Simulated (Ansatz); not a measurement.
Molecule: C4H3FN2, net charge 0, singlet state. 
Coordinates optimised at B3LYP-D3(BJ)/def2-TZVP (Ansatz, a program for electronic structure):
```
C
H 1 1.0796
C 1 1.3840 2 123.11
N 3 1.3371 1 122.67 2 180.00
C 4 1.3262 3 116.04 1 0.00
N 5 1.3369 4 126.53 3 0.00
C 6 1.3074 5 115.59 4 0.00
F 7 1.3340 6 116.64 5 -180.00
H 5 1.0839 4 117.17 3 180.00
H 3 1.0841 4 116.68 5 180.00
```

Wanted: atomisation energy (electronic, to ground-state atoms), in kcal/mol. Correlated levels leave the core frozen unless marked. UHF or UKS for open shells. No spin-orbit coupling. No relativistic terms. The coupled-cluster limit lacks core correlation, which all-electron functionals hold. Basis-set limits of correlation are two-point, X^-3; Hartree-Fock from the larger set.

```
level           program  atomisation energy (kcal/mol)
--------------  -------  -----------------------------
HF/STO-3G        Ansatz                          771.6
HF/aug-cc-pVDZ   Ansatz                          742.6
```

Problem. What does CCSD(T)/CBS(aug-cc-pVTZ,aug-cc-pVQZ) (Ansatz) give?

Solution. 1122.5 kcal/mol, so HF/aug-cc-pVDZ differs from it by -379.9 kcal/mol.
